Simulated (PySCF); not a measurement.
# MZn for M along the second period

CCSD(T) with double-zeta basis sets in PySCF, for the lowest determinant that a PBE0 search found; no spin–orbit coupling. De refers to high-spin ground-configuration atoms.

| M | basis | reference, frozen orbitals | state (unpaired electrons) | Re (Å) | ωe (cm⁻¹) | De (eV) |
| --- | --- | --- | --- | --- | --- | --- |
| Li | def2-SVPD | ROHF, 5 | doublet (σ ↑) | 3.137 | 111 | 0.08 |
| B | def2-SVP | UHF, 6 | doublet (π ↑) | 2.249 | 304 | 0.30 |
| C | pcseg-1 | ROHF, 6 | triplet (π ↑↑) | 2.000 | 486 | 0.86 |
| N | 6-31G(d,p) | ROHF, 6 | quartet (σ ↑, π ↑↑) | 2.058 | 305 | 0.11 |
| O | def2-SVP | UHF, 6 | triplet (σ ↑, π ↑) | 1.880 | 545 | 0.92 |
| F | x2c-SVPall | UHF, 6 | doublet (σ ↑) | 1.785 | 643 | 2.62 |

The shortest bond is that of ZnF (1.785 Å), the longest that of LiZn (3.137 Å).

The rows differ in basis set, which adds steps of its own.

The state changes along the series, so neighbouring rows are not always alike in their bonding.

Correlated steps freeze the inner cores (5 to 6 orbitals); shallow outer-core shells are correlated. UHF and ROHF references stand side by side, which adds small steps between rows. Weak bonds: LiZn, ZnB, ZnN. Basis-set superposition, not corrected here, can be much of De in a small basis, most of all at correlated wavefunction levels. The CCSD T1 diagnostic is raised in ZnC, a sign that a single reference may not be enough there. States were picked by a PBE0 search and need not be the measured ground states.
